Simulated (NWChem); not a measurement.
System: C₅H₅ cation

NWChem input:

```
start job
memory heap 200 mb stack 900 mb global 1100 mb
charge 1
geometry units angstroms noautoz
  C      0.962572     0.143999     0.000000
  C      0.488755     1.338563     0.000000
  C     -0.913951     0.583760     0.000000
  C     -0.731725    -0.937761     0.000000
  C      0.600519    -1.222946     0.000000
  H      0.666932     2.417272     0.000000
  H     -1.432296     0.917322     0.927390
  H     -1.432296     0.917322    -0.927390
  H     -1.586173    -1.633072     0.000000
  H      1.203373    -2.138286     0.000000
end
basis spherical
  * library def2-tzvpp
end
dft
  xc xtpss03 ctpss03
  iterations 150
  semidirect filesize 400000000
  mulliken
end
task dft energy
```

Output (shortened):

```
             Northwest Computational Chemistry Package (NWChem) 7.3.0
             --------------------------------------------------------

 CS  symmetry detected

                             Geometry "geometry" -> ""
                             -------------------------

 Output coordinates in angstroms (scale by  1.889725989 to convert to a.u.)

  No.       Tag          Charge          X              Y              Z
 ---- ---------------- ---------- -------------- -------------- --------------
    1 C                    6.0000     0.95626670     0.20359952     0.00000000
    2 C                    6.0000     0.41234283     1.36791585     0.00000000
    3 C                    6.0000    -0.94306083     0.53114072     0.00000000
    4 C                    6.0000    -0.67079585    -0.97687262     0.00000000
    5 C                    6.0000     0.67603334    -1.18243449     0.00000000
    6 H                    1.0000     0.52614260     2.45530252     0.00000000
    7 H                    1.0000    -1.48030062     0.83333032     0.92739000
    8 H                    1.0000    -1.48030062     0.83333032    -0.92739000
    9 H                    1.0000    -1.48244234    -1.72170062     0.00000000
   10 H                    1.0000     1.33218380    -2.06035638     0.00000000

 Effective nuclear repulsion energy (a.u.)     149.0077651992

      Symmetry information
      --------------------

 Group name             Cs
 Group number              2
 Group order               2
 No. of unique centers     9

                                 NWChem DFT Module
                                 -----------------

 Summary of "ao basis" -> "ao basis" (spherical)
 ------------------------------------------------------------------------------
       Tag                 Description            Shells   Functions and Types
 ---------------- ------------------------------  ------  ---------------------
 C                         def2-tzvpp               11       31   5s3p2d1f
 H                         def2-tzvpp                6       14   3s2p1d

      Symmetry analysis of basis
      --------------------------

        a'        149
        a"         76

            General Information
            -------------------
          SCF calculation type: DFT
          Wavefunction type:  closed shell.
          No. of atoms     :    10
          No. of electrons :    34
           Alpha electrons :    17
            Beta electrons :    17
          Charge           :     1
          Spin multiplicity:     1
          Use of symmetry is: on ; symmetry adaption is: on
          Maximum number of iterations: 150
          AO basis - number of functions:   225
                     number of shells:    85
          Convergence on energy requested:  1.00D-06
          Convergence on density requested:  1.00D-05
          Convergence on gradient requested:  5.00D-04

              XC Information
              --------------
                  TPSS metaGGA Exchange Functional  1.000
             TPSS03 metaGGA Correlation Functional  1.000

             Grid Information
             ----------------
          Grid used for XC integration:  medium
          Radial quadrature: Mura-Knowles
          Angular quadrature: Lebedev.
          Tag              B.-S. Rad. Rad. Pts. Rad. Cut. Ang. Pts.
          ---              ---------- --------- --------- ---------
          C                   0.70       49          11.0       434
          H                   0.35       45          12.0       434
          Grid pruning is: on
          Number of quadrature shells:   425
          Spatial weights used:  Erf1

      Superposition of Atomic Density Guess
      -------------------------------------

 Sum of atomic energies:        -190.85568701

 Renormalizing density from      35.00 to     34

      Non-variational initial energy
      ------------------------------

 Total energy =    -190.198953
 1-e energy   =    -533.838660
 2-e energy   =     194.631943
 HOMO         =      -0.584436
 LUMO         =      -0.391669

      Symmetry analysis of molecular orbitals - initial
      -------------------------------------------------

  Numbering of irreducible representations:

     1 a'          2 a"

  Orbital symmetries:

     1 a'          2 a'          3 a'          4 a'          5 a'
     6 a'          7 a'          8 a'          9 a'         10 a'
    11 a'         12 a"         13 a'         14 a'         15 a'
    16 a"         17 a"         18 a'         19 a"         20 a"
    21 a'         22 a'         23 a'         24 a'         25 a'
    26 a"         27 a'

------------------------------------------------------------
EAF file 0: "./job.aoints.0" size=874512384 bytes
------------------------------------------------------------
               write      read    awrite     aread      wait
               -----      ----    ------     -----      ----
     calls:     1668         0         0         0         0
   data(b): 8.75e+08  0.00e+00  0.00e+00  0.00e+00
   time(s): 0.00e+00  0.00e+00  0.00e+00  0.00e+00  0.00e+00
rate(mb/s): 0.00e+00  0.00e+00
------------------------------------------------------------

     ---------------------------------------------
      Total Density - Mulliken Population Analysis
     ---------------------------------------------

[...]
```

Level: TPSS/def2-TZVPP. All runs use the structure optimised with PBE-D3(BJ)/def2-SVP.
